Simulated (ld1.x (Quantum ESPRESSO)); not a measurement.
**Before and after: RRKJ potential for H**

ld1.x (Quantum ESPRESSO) 7.5 input, shortened:

```
&input
   title='H', zed=1., rel=1, dft='PBESOL', iswitch=3,
   config='1s1 2p-2'
 /
 &inputp
   pseudotype=2, tm=.false., lloc=-1, rcloc=0.95,
   nlcc=.false.
 /
2
1S  1  0   1.00   0.00  1.15  1.15  0.0
2P  2  1  -2.00   0.05  1.20  1.20  0.0
 &test
   configts(1)='1s1'
 /
```

Change: all radii scaled by about 1.25 (s 1.44, p 1.50 bohr); local potential all-electron potential smoothed inside 1.18 bohr (lloc = -1).

Cutoffs: the cutoffs (Ry, on a coarse ladder) from which the occupation-weighted sum of valence levels, in a spherical-Bessel basis at the reference potential, stays within 10 and 1 mRy of its value at 400 Ry; they do not see the model core or the augmentation charge, which bear on the density cutoff. Errors are all-electron minus pseudo energies relative to the spin-unpolarised reference configuration.

Task: What does the change do?

Result: The potential gets softer (21 Ry and 40 Ry → 18 Ry and 30 Ry); neither file shows a bound ghost. A larger radius leaves more room for a smooth pseudo-wave, so fewer plane waves are needed.

```json
{"quantity": "cutoff, loose", "base": "21 Ry", "changed": "18 Ry"}
{"quantity": "cutoff, tight", "base": "40 Ry", "changed": "30 Ry"}
{"quantity": "bound ghosts", "base": "none", "changed": "none"}
{"quantity": "error for 1s0.5, meV [ΔE 4.66 eV]", "base": "+2.0", "changed": "+3.9"}
```
